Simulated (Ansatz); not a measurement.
Start from `C[N]([GeH3])[SiH2]F` and change one atom or group to get `CN([SiH2]F)[SiH](O)O`.

Ansatz, PBE0-D4/def2-TZVP geometries, multiplicity 1. Each molecule was computed in one conformer, which needn't be the lowest.

Scalar relativity is left out up to krypton.

```tsv
property	`C[N]([GeH3])[SiH2]F`
HOMO energy (ωB97M-V/def2-TZVPP) / eV	-9.64
size of the dipole moment (ωB97M-V/def2-TZVPP) / D	1.95
HOMO–LUMO gap (PBE0/def2-TZVPP) / eV	7.59
LUMO energy (B3LYP/def2-TZVPP) / eV	0.03
HOMO–LUMO gap (B3LYP/def2-TZVPP) / eV	7.14
LUMO energy (PBE0/def2-TZVPP) / eV	0.25
```

(1) Give the same properties after the change, and the shifts. (An estimate is asked.)

## Answers

(1) Ansatz gave: 
```tsv
property	`CN([SiH2]F)[SiH](O)O`	shift
HOMO energy (ωB97M-V/def2-TZVPP) / eV	-9.95	-0.31
size of the dipole moment (ωB97M-V/def2-TZVPP) / D	1.70	-0.25
HOMO–LUMO gap (PBE0/def2-TZVPP) / eV	8.03	0.44
LUMO energy (B3LYP/def2-TZVPP) / eV	0.15	0.12
HOMO–LUMO gap (B3LYP/def2-TZVPP) / eV	7.54	0.40
LUMO energy (PBE0/def2-TZVPP) / eV	0.40	0.15
```

With PBE0 the HOMO falls by 0.28 eV and the LUMO rises by 0.15 eV, so the gap widens by about 0.43 eV. PBE moves the HOMO by -0.23 eV and ωB97M-V by -0.31 eV. Dipoles are sizes alone; their direction can turn.

B3LYP here is the variant with VWN-RPA as its local correlation; programs differ in this.
